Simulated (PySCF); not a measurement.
## Simulated absorption spectrum

Compound: C3H6FNSi.
Atom-mapped SMILES: `[N:1]#[C:2][SiH2:3][CH2:4][CH2:5][F:6]` (hydrogens: H7, H8 on Si3; H9, H10 on C4; H11, H12 on C5)

Geometry (GFN2-xTB, Å), atoms numbered from 1 in this order:
```xyz
12
C3H6FNSi angstrom
N      2.6652   -1.4747   -0.7685
C      2.0363   -0.5455   -0.5373
Si     0.9817    0.9524   -0.1562
C     -0.5442    0.2605    0.7601
C     -1.3432   -0.7032   -0.1007
F     -1.7475   -0.0797   -1.2596
H      0.6365    1.5742   -1.4306
H      1.7587    1.8101    0.7402
H     -1.1954    1.0824    1.0618
H     -0.2489   -0.2650    1.6690
H     -2.2556   -1.0455    0.4001
H     -0.7423   -1.5668   -0.4044
```

Method: PySCF 2.14.0, density-fitted response routines, TDDFT CAM-B3LYP/def2-SVPD, vertical, gas phase, core orbitals frozen in the response.

Each state is given a Gaussian of 0.25 eV full width at half maximum, with ε(max) = 2.175×10⁸ f / Δν̃ (Δν̃ the width in cm⁻¹). The width is an assumption, not a result. The curve ends short of the highest state used, and states not computed would add to its high-energy end.

```tsv
E (eV)	ε (L mol⁻¹ cm⁻¹)
6.84	0
6.88	0
6.91	0
6.95	1
6.98	1
7.02	2
7.06	5
7.09	7
7.13	11
7.17	18
7.20	29
7.24	61
7.28	134
7.31	237
7.35	462
7.38	703
7.42	1093
7.46	1479
7.49	1691
7.53	1787
7.57	1639
7.60	1399
7.64	1001
7.67	710
7.71	396
7.75	192
7.78	102
7.82	39
7.86	15
7.89	11
7.93	24
7.97	74
8.00	161
8.04	407
8.07	750
8.11	1516
```

Question: Locate the maxima and give the states behind the curve.

Answer: 165 nm (7.53 eV), ε about 1800, made up of S2 (62%) and S3 (38%) (ε in L mol⁻¹ cm⁻¹; maxima over ε = 5, shares over 10%). At its high-energy end, 8.11 eV, the curve is still rising (ε about 1500, from S4 and S5). The states used: S1 7.21 eV (f 0.0001); S2 7.52 eV (f 0.010); S3 7.53 eV (f 0.0064); S4 8.27 eV (f 0.040); S5 8.40 eV (f 0.070); S6 8.42 eV (f 0.0066); S7 8.57 eV (f 0.032); S8 8.71 eV (f 0.0006).

Question: What would ε be at 7.53 eV, the highest of these maxima, with half the width (0.125 eV)?

Answer: About 3560 L mol⁻¹ cm⁻¹ against 1790, a factor of about 1.99; a lone state at its own centre would give exactly 2.

Question: Coming from long wavelengths, where does ε first pass 100 L mol⁻¹ cm⁻¹?

Answer: At about 171 nm (7.27 eV), 0.05 eV above S1.

Question: Does any computed singlet lie in the visible range?

Answer: No computed singlet lies in the visible range (380 to 750 nm); the lowest, at 172 nm, stands 3.95 eV above its violet end (3.26 eV).

One conformer stands for the species.
